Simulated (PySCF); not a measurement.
WF3, doublet: molecular constants

Level of theory: UPBE0 in PySCF with W def2-TZVP with ECP60, F def2-TZVP; scalar-relativistic core potentials, no spin–orbit coupling; density-fitted integrals.

The structure is a minimum.

```xyz
4
charge 0 multiplicity 2, angstrom
W    -0.0232    0.0072   -0.0134
F     0.1700   -0.0175    1.8159
F     1.6571   -0.0271   -0.7616
F    -1.6026   -0.0253   -0.9245
```

```
Point group                                                                   : Cs
Bond lengths                                                                  : W–F 1.824 Å, W–F 1.840 Å (×2)
Bond angles                                                                   : F–W–F 108.0°, F–W–F 126.0° (×2)
Enthalpy at 298.15 K above 0 K                                                : 16.27 kJ/mol
Dipole moment                                                                 : 0.68 D
Heat capacity Cp at 298.15 K                                                  : 68.1 J/(mol K)
Highest occupied level (β)                                                    : -6.35 eV
Principal quadrupole moments (Buckingham, traceless) about the centre of mass : -1.91, -0.06, 1.97 D Å
Zero-point energy                                                             : 14.6 kJ/mol
Rotational constants                                                          : 0.2003, 0.1569, 0.08801 cm⁻¹
Atomisation energy without zero-point energy                                  : 1601 kJ/mol
Entropy at 298.15 K and 1 bar (electronic part: spin only)                    : 335.6 J/(mol K)
Principal polarisabilities                                                    : 37.2, 37.7, 47.2 bohr³
Rotational symmetry number                                                    : 1
Spin squared ⟨S²⟩                                                             : 1.234
Lowest empty level (α)                                                        : -2.91 eV
```

Harmonic modes (masses in u: W 183.951, F 18.998):
```tsv
symmetry	ω (cm⁻¹)	IR (km/mol)	type
a''	56	14.3	bend
a'	161	3.6	bend
a'	165	1.4	bend
a''	650	154	stretch
a'	681	12.9	stretch
a'	729	161	stretch
```

Charges (e):
| atom | Mulliken | Löwdin | polar tensor | spin (Mulliken) | Mayer order to W1 |
| --- | --- | --- | --- | --- | --- |
| W1 | 1.08 | 0.64 | 1.70 | 0.98 | – |
| F2,3 | -0.36 | -0.22 | -0.58 | 0.02 | 1.03 |
| F4 | -0.35 | -0.20 | -0.55 | -0.02 | 1.06 |

Mulliken populations on W1 (electrons outside its core potential): s 2.84, p 6.24, d 3.71, f 0.13.

Outer orbital energies (eV). α occupied: -13.76, -13.51, -13.12, -13.04, -12.94, -12.68, -6.78, -6.50; empty: -2.91, -1.81, -1.30, 0.03. β occupied: -14.16, -13.71, -13.14, -12.97, -12.93, -12.76, -12.67, -6.35; empty: -2.51, -2.14, -1.44, -0.87.

The determinant is spin-contaminated (⟨S²⟩ = 1.23, pure value 0.75). Other isomers or separated fragments may lie lower. Other spin states or occupations of the open shell can lie lower. At this level a quartet minimum of D3h symmetry lies 40 kJ/mol below this structure. No spin–orbit coupling is included, which matters more the heavier the element.

The final relaxation and frequency run took 2.8 min on 4 threads of a shared Arm Neoverse V2 host, with 133 basis functions and 34 gradients; the process peaked at 1.5 GiB.
